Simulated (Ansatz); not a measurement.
Consider the ligand exchange at the Si–S bond: `O[SiH2]S[Si](F)(Cl)Cl` + `O[SiH2]S` → `O[SiH2]O[SiH2]S` + `F[Si](S)(Cl)Cl`.

Isolated molecules relaxed with PBE0-D4/def2-TZVP in Ansatz; ΔE leaves out vibrations. CBS: MP2 limit from def2 TZ/QZ plus the TZ coupled-cluster correction, frozen cores. This one scheme is used for every species. One conformer a species, not always the lowest.

```json
{"species": "`O[SiH2]S[Si](F)(Cl)Cl`", "SCS-MP2/def2-QZVPP energy (Eh)": "-2072.32508"}
{"species": "`O[SiH2]S`", "SCS-MP2/def2-QZVPP energy (Eh)": "-764.41758"}
{"species": "`O[SiH2]O[SiH2]S`", "SCS-MP2/def2-QZVPP energy (Eh)": "-1129.92740"}
{"species": "`F[Si](S)(Cl)Cl`", "SCS-MP2/def2-QZVPP energy (Eh)": "-1706.83683"}
```

Question: Work out ΔE.

Answer: ΔE = (-1129.92740) + (-1706.83683) − (-2072.32508) − (-764.41758) = -0.02157 Eh = -56.6 kJ/mol. CCSD(T)/CBS gives -52.7 kJ/mol.

Largest T1 diagnostic among the species: 0.012.

In def2-TZVPP, CCSD(T) changes the Hartree–Fock value by +18.0 kJ/mol (the triples alone add +3.9 kJ/mol) and MP2 by +22.3 kJ/mol. The D4 term adds +3.1 kJ/mol with B3LYP and +1.7 kJ/mol with PBE0; it sums over pairs of atoms, weighted by their polarisabilities, and B3LYP, whose exchange is more repulsive, gets the larger term. From PBE to PBE0 (25 % exact exchange), in def2-TZVPP and without D4, ΔE moves by −5.1 kJ/mol.

B3LYP here is the variant with VWN-RPA as its local correlation; programs differ in this.
